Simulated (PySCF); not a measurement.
Species: C7H9O (doublet state).
Cartesian coordinates in Å at the GFN2-xTB level; atoms count from 1:
```
atom  x, y, z in Å
O1    -0.9876    0.4954   -2.0973
C2     0.0316    0.1106   -1.2332
C3    -0.2666   -1.1182   -0.3302
C4     0.9698   -1.1461    0.4947
C5     1.4152    0.2577    0.6903
C6     0.2875    1.0421   -0.0226
C7    -0.9592    0.7822    0.7812
C8    -1.2799   -0.5000    0.6177
H9    -1.7881    0.6265   -1.5712
H10    0.9138   -0.0321   -1.8595
H11   -0.5622   -2.0446   -0.8132
H12    1.2837   -1.9766    1.0955
H13    2.3808    0.4531    0.2106
H14    1.5151    0.5378    1.7443
H15    0.5162    2.0811   -0.2449
H16   -1.4235    1.5078    1.4231
H17   -2.0538   -1.0648    1.1048
```

The hyperfine couplings belong to this conformer and change with its torsions.

As a line formula: `O[C@@H]1[C@H]2[CH]C[C@@H]1C=C2` [radical].

The calculation used PySCF 2.14.0, UKS B3LYP, pcH-1 on C H O, non-relativistic, mean-field spin-orbit, GIAO. Isolated species at its GFN2-xTB geometry (one conformer only). The geometry wasn't refined by DFT: couplings that depend on bond lengths, twists or pyramidal angles can differ widely from those at the functional's own minimum. No stability test was run, so a lower SCF solution isn't excluded.

Largest spin populations (Mulliken): C4 (+0.98), C7 (+0.09), C5 (-0.08) and C3 (-0.07). C4 is the only atom above +0.15. The angles at C4 add up to 357.2°, so it is nearly planar; its axial dipolar tensor and the negative coupling of its proton fit spin in a p orbital normal to that plane.

(1) How do the β-proton couplings of this frozen conformer go with θ, the angle between the C–H bond and the normal to the plane of the spin centre's three neighbours, both seen down the bond from centre to carbon?

## Answers

(1) 
```tsv
β H	on	centre	θ (°)	cos²θ	a (G)
H11	C3	C4	66	0.17	+4.55
H13	C5	C4	18	0.90	+35.20
H14	C5	C4	40	0.58	+27.32
```

Fitting the Heller–McConnell form a = ρ(B0 + B2 cos²θ), with Mulliken ρ = 0.98, gives B0 = -1.1 G and B2 = 43.3 G, with a largest miss of 3.7 G.

Couplings in gauss use g_iso = 2.0026.
